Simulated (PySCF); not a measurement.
C₅H₇Cl (SMILES C#CC[C@@H](C)Cl), singlet, at a GFN2-xTB geometry; DF-CAMB3LYP/6-31G* in PySCF.

Input for PySCF:
```python
from pyscf import gto, scf, dft

mol = gto.Mole()
mol.atom = '''
    C     2.419683    0.123459    0.933516
    C     1.542729   -0.502776    0.414519
    C     0.463712   -1.238074   -0.214753
    C    -0.865437   -0.483231   -0.146850
    C    -1.287705   -0.166719    1.275672
    Cl   -0.711334    1.053048   -1.070924
    H     3.197589    0.665696    1.381482
    H     0.726511   -1.426023   -1.259454
    H     0.342763   -2.201951    0.289811
    H    -1.640363   -1.057446   -0.661982
    H    -1.436482   -1.092906    1.828048
    H    -0.517714    0.418317    1.773633
    H    -2.217521    0.396548    1.281537
'''
mol.basis = '6-31g*'
mol.charge = 0
mol.spin = 0
mol.verbose = 4
mol.max_memory = 1800
mol.build()

mf = dft.RKS(mol)
mf.xc = 'camb3lyp'
mf = mf.density_fit(auxbasis='def2-universal-jkfit')
mf.kernel()
```

What the program printed (banner, timings and long lists left out):

```
PySCF version 2.14.0

[INPUT] verbose = 4
[INPUT] num. atoms = 13
[INPUT] num. electrons = 54
[INPUT] charge = 0
[INPUT] spin (= nelec alpha-beta = 2S) = 0
[INPUT] symmetry False subgroup None
[INPUT] Mole.unit = angstrom
[INPUT] Symbol           X                Y                Z      unit          X                Y                Z       unit  Magmom
[INPUT]  1 C      2.419683000000   0.123459000000   0.933516000000 AA    4.572538178266   0.233303697613   1.764089572899 Bohr   0.0
[INPUT]  2 C      1.542729000000  -0.502776000000   0.414519000000 AA    2.915335294424  -0.950108942004   0.783327383429 Bohr   0.0
[INPUT]  3 C      0.463712000000  -1.238074000000  -0.214753000000 AA    0.876288680674  -2.339620781945  -0.405824354429 Bohr   0.0
[INPUT]  4 C     -0.865437000000  -0.483231000000  -0.146850000000 AA   -1.635438908065  -0.913174244900  -0.277506281392 Bohr   0.0
[INPUT]  5 C     -1.287705000000  -0.166719000000   1.275672000000 AA   -2.433409779233  -0.315053249761   2.410670704776 Bohr   0.0
[INPUT]  6 Cl    -0.711334000000   1.053048000000  -1.070924000000 AA   -1.344226443091   1.989972316021  -2.023753060224 Bohr   0.0
[INPUT]  7 H      3.197589000000   0.665696000000   1.381482000000 AA    6.042567468922   1.257983122218   2.610622626016 Bohr   0.0
[INPUT]  8 H      0.726511000000  -1.426023000000  -1.259454000000 AA    1.372906816484  -2.694792917331  -2.380023126488 Bohr   0.0
[INPUT]  9 H      0.342763000000  -2.201951000000   0.289811000000 AA    0.647728195634  -4.161084329712   0.547663417886 Bohr   0.0
[INPUT] 10 H     -1.640363000000  -1.057446000000  -0.661982000000 AA   -3.099836814870  -1.998283331517  -1.250964679392 Bohr   0.0
[INPUT] 11 H     -1.436482000000  -1.092906000000   1.828048000000 AA   -2.714557562867  -2.065293019894   3.454510062559 Bohr   0.0
[INPUT] 12 H     -0.517714000000   0.418317000000   1.773633000000 AA   -0.978337670853   0.790504563250   3.351680615491 Bohr   0.0
[INPUT] 13 H     -2.217521000000   0.396548000000   1.281537000000 AA   -4.190507365472   0.749367115244   2.421753948497 Bohr   0.0

nuclear repulsion = 270.364151767043
number of shells = 52
number of NR pGTOs = 214
number of NR cGTOs = 102
basis = 6-31g*
ecp = {}

******** <class 'pyscf.df.df_jk.DFRKS'> ********
method = DFRKS
initial guess = minao
damping factor = 0
level_shift factor = 0
DIIS = <class 'pyscf.scf.diis.CDIIS'>
diis_start_cycle = 1
diis_space = 8
diis_damp = 0
SCF conv_tol = 1e-09
SCF conv_tol_grad = None
SCF max_cycles = 50
direct_scf = False
XC library pyscf.dft.libxc version 7.1.2
    S. Lehtola, C. Steigemann, M. J. T. Oliveira, and M. A. L. Marques,  SoftwareX 7, 1–5 (2018)
XC functionals = camb3lyp
    T. Yanai, D. P. Tew, and N. C. Handy,  Chem. Phys. Lett. 393, 51 (2004)
radial grids:
    Treutler-Ahlrichs [JCP 102, 346 (1995); DOI:10.1063/1.469408] (M4) radial grids

becke partition: Becke, JCP 88, 2547 (1988); DOI:10.1063/1.454033
pruning grids: <function nwchem_prune>
grids dens level: 3
symmetrized grids: False
atomic radii adjust function: <function treutler_atomic_radii_adjust>
small_rho_cutoff = 0
Set gradient conv threshold to 3.16228e-05
Initial guess from minao.
tot grids = 158128
******** <class 'pyscf.df.df.DF'> ********
auxbasis = def2-universal-jkfit
Create RSH-DF object <pyscf.df.df.DF object> for omega=0.33
******** <class 'pyscf.df.df.DF'> ********
auxbasis = auxmol.basis = def2-universal-jkfit
init E= -655.485415027375
  HOMO = -0.320788579240758  LUMO = -0.00395020219326669  gap/eV = 8.62161
cycle= 1 E= -654.694052919046  delta_E= 0.791  |g|= 0.411  |ddm|= 3.46
  HOMO = -0.279411824782303  LUMO = 0.0814524433439816  gap/eV = 9.81962
cycle= 2 E= -654.710426792053  delta_E= -0.0164  |g|= 0.365  |ddm|= 1.02
  HOMO = -0.321753476021399  LUMO = 0.093168696637322  gap/eV = 11.29061
cycle= 3 E= -654.742796332413  delta_E= -0.0324  |g|= 0.0766  |ddm|= 0.444
  HOMO = -0.329527269095285  LUMO = 0.0840157965528969  gap/eV = 11.25308
cycle= 4 E= -654.743952924871  delta_E= -0.00116  |g|= 0.0399  |ddm|= 0.108
  HOMO = -0.327837290945315  LUMO = 0.0855613227053333  gap/eV = 11.24915
cycle= 5 E= -654.744318014897  delta_E= -0.000365  |g|= 0.0114  |ddm|= 0.0382
  HOMO = -0.326861339681045  LUMO = 0.086789525125758  gap/eV = 11.25601
cycle= 6 E= -654.744349018993  delta_E= -3.1e-05  |g|= 0.00176  |ddm|= 0.0133
  HOMO = -0.327053699295856  LUMO = 0.0866799870701431  gap/eV = 11.25827
cycle= 7 E= -654.744349916495  delta_E= -8.98e-07  |g|= 0.000476  |ddm|= 0.00309
  HOMO = -0.327070835256649  LUMO = 0.086660238421794  gap/eV = 11.25820
cycle= 8 E= -654.744349983026  delta_E= -6.65e-08  |g|= 0.000129  |ddm|= 0.00094
  HOMO = -0.327049755187332  LUMO = 0.0866666500827078  gap/eV = 11.25780
cycle= 9 E= -654.744349988426  delta_E= -5.4e-09  |g|= 2.93e-05  |ddm|= 0.000248
  HOMO = -0.327051699032915  LUMO = 0.0866681418659851  gap/eV = 11.25789
cycle= 10 E= -654.744349988727  delta_E= -3.01e-10  |g|= 5.2e-06  |ddm|= 6.9e-05
  HOMO = -0.327051639408247  LUMO = 0.0866678034964417  gap/eV = 11.25788
Extra cycle  E= -654.744349988737  delta_E= -9.78e-12  |g|= 2.58e-06  |ddm|= 1.39e-05
converged SCF energy = -654.744349988737
```
